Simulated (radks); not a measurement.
Initial-state core-level shifts of neutral tantalum when its valence configuration changes from [Xe] 4f14 5d3 6s2. Calculated with a radial shooting solver on a logarithmic mesh with Libxc functionals: scalar-relativistic Kohn-Sham, PBE, spin-polarised, spherical densities, point nucleus; open shells are filled with parallel spins first (spin-orbit coupling, left out, can overturn this in heavy ions). Shifts are changes of the shell-averaged eigenvalues in eV (positive: less bound).

valence                    2s       4s       4d       5s
4f13 5d4 6s2           -9.469   -9.850   -9.175   -3.831
4f14 5d3 6s1.5 6p0.5   -0.698   -0.700   -0.700   -0.697
4f11 5d4 6s2 6p2      -39.874  -40.415  -38.121  -20.194
4f14 5d3 6s1 6p1       -1.291   -1.298   -1.297   -1.293
4f14 5d1 6s2 6p2       -7.946   -7.847   -7.878   -7.748
4f12 5d3 6s2 6p2      -28.641  -29.123  -27.691  -16.163
4f12 5d4 6s1 6p2      -25.205  -25.786  -24.346  -12.989
4f12 5d3 6s1 6p3      -29.677  -30.168  -28.733  -17.176
4f14 5d5               +3.527   +3.499   +3.523   +3.540
